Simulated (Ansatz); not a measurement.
`F[Si]([SiH3])(Cl)Br` + NH₃ → `N[Si](F)([SiH3])Cl` + HBr at 500 K and 1 bar (ligand exchange at the Si–Br bond).

Gas-phase electronic energies from Ansatz, PBE0-D4/def2-TZVP geometries. CBS: MP2 limit from def2 TZ/QZ plus the TZ coupled-cluster correction, frozen cores. This one scheme is used for every species. For Br outer-core shells are correlated without core-valence functions, which leaves a few kJ/mol of doubt a bond. Scalar relativity is left out up to krypton. One conformer a species, not always the lowest.

| species | CCSD(T)/CBS energy (Eh) | H − E (kJ/mol) | S (J/(mol·K)) |
| --- | --- | --- | --- |
| `F[Si]([SiH3])(Cl)Br` | -3713.01520 | 131.9 | 451.7 |
| NH₃ | -56.50880 | 108.2 | 211.8 |
| `N[Si](F)([SiH3])Cl` | -1195.59251 | 201.4 | 454.5 |
| HBr | -2573.91920 | 30.5 | 213.7 |

H − E and S are ideal-gas, rigid-rotor, harmonic terms from PBE0-D4/def2-TZVP, for one conformer and one mirror image of each species. 1 Eh = 2625.50 kJ/mol, R = 8.31446 J/(mol·K).

Task: By hand: ΔE, ΔH, ΔS and ΔG.

Result: ΔE = (-1195.59251) + (-2573.91920) − (-3713.01520) − (-56.50880) = 0.01229 Eh = 32.3 kJ/mol. Δ(H − E) = 201.4 + 30.5 − 131.9 − 108.2 = -8.2, so ΔH = 24.1 kJ/mol. ΔS = 454.5 + 213.7 − 451.7 − 211.8 = 4.7 J/(mol·K). ΔG = 24.1 − 500 × (4.7)/1000 = 21.8 kJ/mol.

Task: By hand: the equilibrium constant, and the temperature at which ΔG would vanish if ΔH and ΔS stayed fixed.

Result: log₁₀ K = −ΔG/(RT ln 10) = -2.3. ΔG = 0 at ΔH/ΔS = 5128 K, far beyond where these terms or the molecules hold.

The number of gas molecules stays the same, so ΔS is small and ΔH decides. A doubt of 5 kJ/mol in ΔE shifts log₁₀ K by 0.5 here. Other conformers and mirror images would add mixing entropy, several J/(mol·K) or more a flexible species. These are equilibria of isolated gas molecules and say nothing of rates. Largest T1 diagnostic: 0.011 (customary marks: 0.02 for closed shells, 0.045 for open ones).
